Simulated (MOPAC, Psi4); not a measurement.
Approach curve of the dimer CH2O2 ··· CS2 (SMILES O=CO and S=C=S). Monomers: optimised at B3LYP-D3(BJ) (def2-TZVP), held rigid. Orientation: a random orientation, not optimised. R is the distance of the centres of mass, along which the second monomer moves.

Geometry at R = 3.73 Å (first 5 atoms: monomer A):
```
8

O      0.8130    -0.5369     0.0023
C     -0.4226    -0.0085    -0.0006
O     -0.6722     1.1619    -0.0037
H      1.4490     0.1980     0.0012
H     -1.1672    -0.8145     0.0007
S      1.1953     1.3799     3.4145
C      2.0935     0.1681     3.0460
S      2.9918    -1.0437     2.6778
```

Computed with: PM7, restricted, heats of formation (MOPAC); SAPT0/jun-cc-pVDZ, frozen core (Psi4).

Interaction energies in kJ/mol:

```tsv
R / Å	PM7
3.15	11.61
3.30	5.54
3.51	0.66
3.73	-1.91
3.90	-2.93
4.16	-3.55
4.43	-3.51
4.72	-3.03
5.19	-2.04
5.92	-1.03
6.97	-0.42
8.20	-0.15
```

Question: What does SAPT0/jun-cc-pVDZ give at the same points?

Answer: 3.15: 19.63; 3.30: 9.65; 3.51: 2.35; 3.73: -0.87; 3.90: -1.83; 4.16: -2.16; 4.43: -1.95; 4.72: -1.57; 5.19: -1.03; 5.92: -0.54; 6.97: -0.24; 8.20: -0.11 (kJ/mol).
